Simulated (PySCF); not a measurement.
# C11H12O2: Computed beside measured shifts

System: C11H12O2 (measured compound), SMILES CCOC(=O)/C=C/c1ccccc1.

Atom-mapped SMILES (hydrogens are numbered by the atom that bears them): [CH3:1][CH2:2][O:3][C:4](=[O:5])/[CH:6]=[CH:7]/[c:8]1[cH:9][cH:10][cH:11][cH:12][cH:13]1

Method: GIAO PBE0/pcSseg-2, gas phase, PySCF SCF with an in-house response code, fitting set def2-universal-JFIT up to Ne and JKFIT beyond, grid level 2, non-relativistic, on the PBE0-D3(BJ)/def2-SVP geometry.

One optimised conformer. Values are averaged over the atoms that symmetry or fast rotation interchanges, on this one geometry and without vibrational averaging. Shifts are the reference shielding less the shielding here, at the same level (13C, 1H against isolated TMS; 17O against isolated H2O); nuclei without a reference have shieldings only.

What shifts does this level give for O5, O3, and how do they compare with measurement?


| atom | nucleus | computed / ppm | measured / ppm | computed less measured | measured against | medium of the measurement |
| --- | --- | --- | --- | --- | --- | --- |
| O5 | 17O | 383.1 | 335.5 | 47.6 | H2O (external) | CH3CN |
| O3 | 17O | 216.4 | 164.8 | 51.6 | H2O (external) | CH3CN |

Measured values: J.-C. Zhuo, Molecules 4 (1999) 320.
